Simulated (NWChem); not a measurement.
# Si$_{3}$H$_{7}$ cation

```xyz
10

Si     0.4496    -1.8727    -0.0593
Si    -1.0205    -0.0942    -0.1736
Si     0.4554     1.7759     0.1443
H      0.8811    -2.5007     1.2186
H      1.2311    -2.3674    -1.2248
H     -1.6140    -0.1439    -1.5382
H     -1.9752    -0.2807     0.9536
H     -0.4853     2.9264     0.0523
H      1.4573     1.7437    -0.9542
H      1.0758     1.6253     1.4874
```
Atoms are numbered in this order, from 1.

Computed with NWChem. Geometry: optimised at PBE0/def2-SVP. GIAO values for the isolated, static molecule; σ is the absolute isotropic shielding, δ = σ(reference) − σ with the isolated reference molecule computed at the same levels (1H: tetramethylsilane, 29Si: tetramethylsilane).

Problem. Predict the results for PBE0/pcSseg-1. Quantities: δ Si1 (ppm); δ Si2 (ppm); δ Si3 (ppm); δ H4 (ppm); δ H5 (ppm); δ H6 (ppm); δ H8 (rotor mean) (ppm).

Solution. 
```json
{
  "δ Si1 (ppm)": "508.0",
  "δ Si2 (ppm)": "-51.6",
  "δ Si3 (ppm)": "-104.8",
  "δ H4 (ppm)": "9.71",
  "δ H5 (ppm)": "9.71",
  "δ H6 (ppm)": "5.05",
  "δ H8 (rotor mean) (ppm)": "4.36"
}
```
